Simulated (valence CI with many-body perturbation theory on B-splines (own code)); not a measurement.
**Forbidden lines of As¹⁹⁺**

Method: valence CI with perturbative core correlation (CI+MBPT): four valence electrons over a frozen Dirac-Fock core [Ne], radial functions for each j: 11 s, 11 p, 10 d, 8 f, 5 g, 2 h, with the one-electron correlation potential Σ1 (screened to all orders), the two-electron term Σ2, the three-electron term Σ3, Breit, model QED; selected single and double excitations, second order for the rest, scaled by the run's own slope (own B-spline code, finite nucleus).

No measured spectrum was set against this ion. As an estimate, levels of excited configurations hold to 0.05 to 0.15 % of their energy, terms of the ground configuration to about 0.5 %. Among the levels kept, up to 840 cm⁻¹ of a level comes from second order outside the variational space, and about a tenth of that is noise between levels of different J, which matters for small intervals.

Lines 1 to 11 of 11 in falling wavelength, among levels below 1863700 cm⁻¹, chosen from the decays that carry over 1 % of a level's rate. Wavelengths and rates use the calculated energies, so an error of 300 cm⁻¹ moves a line at 159.9 nm by 0.48 % and its rate by three times that or more. Electric multipoles are in the length gauge, E1 and E2 with the static RPA response of the core. S is in atomic units (e²a₀⁴ for E2 and M2, e²a₀⁶ for E3), for M1 in squared Bohr magnetons. Weak lines are less certain than strong ones. Lines between different terms over intervals too small for the method are left out, as are lines whose strength nearly cancels.

Names give the largest LS component (configuration and term), which can be under half, so a name can repeat, a term be missing and a line seem to break the LS rules; names also repeat where a configuration has a term twice.

| λ vac (nm) | Upper | Lower | Type | A (s⁻¹) | S (a.u.) |
| --- | --- | --- | --- | --- | --- |
| 473.4 | 3s²3p² ³P_2 | 3s²3p² ³P_1 | M1 | 8.73e+01 | 1.72e+00 |
| 260.4 | 3s²3p3d ³F°_4 | 3s²3p3d ³F°_3 | M1 | 1.10e+03 | 6.49e+00 |
| 244.0 | 3s²3p² ³P_1 | 3s²3p² ³P_0 | M1 | 1.11e+03 | 1.79e+00 |
| 159.9 | 3s²3p² ¹D_2 | 3s²3p² ³P_2 | M1 | 2.15e+03 | 1.63e+00 |
| 119.5 | 3s²3p² ¹D_2 | 3s²3p² ³P_1 | M1 | 2.50e+03 | 7.92e-01 |
| 68.63 | 3s²3p² ¹S_0 | 3s²3p² ³P_1 | M1 | 1.82e+04 | 2.19e-01 |
| 58.99 | 3s²3p3d ³F°_4 | 3s3p³ ³P°_2 | E2 | 1.85e+01 | 1.06e-02 |
| 43.27 | 3s²3p3d ³F°_4 | 3s3p³ ³D°_3 | M1 | 1.95e+02 | 5.27e-03 |
| 40.45 | 3s²3p3d ³F°_4 | 3s3p³ ³D°_2 | E2 | 5.64e+01 | 4.90e-03 |
| 28.71 | 3s²3p3d ³F°_4 | 3s3p³ ⁵S°_2 | E2 | 4.50e+01 | 7.05e-04 |
| 16.66 | 3s²3p3d ³F°_4 | 3s²3p² ¹D_2 | M2 | 1.42e+02 | 1.46e-04 |
